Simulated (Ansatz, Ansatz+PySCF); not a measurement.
| atom | x (Å) | y (Å) | z (Å) |
| --- | --- | --- | --- |
| N | 0.0000 | 0.0000 | 0.1313 |
| H | 1.0107 | 0.0000 | -0.3064 |
| H | -0.5054 | 0.8753 | -0.3064 |
| H | -0.5054 | -0.8753 | -0.3064 |

Basis set: def2-SVP (spherical functions). Correlated methods keep 1 orbital frozen. Charge 0, multiplicity 1.

Computed with Ansatz (development build ahead of 0.2.0); each method stands on the lowest determinant of its kind that the runs found. Restricted open shells among the atoms or ions are ROHF, correlated in semicanonical orbitals with singles.

Problem. Give the atomization energy at this shape (free ground-state atoms in the same class of orbitals less the molecule, no zero-point energy) of singlet NH₃ by RHF-CCSD(T), RHF-MP2, RHF, UHF.

Solution.

```tsv
method	atomization energy
RHF-CCSD(T)	11.51 eV
RHF-MP2	11.36 eV
RHF	8.11 eV
UHF	8.02 eV
```

Caution: the shape is not the minimum.
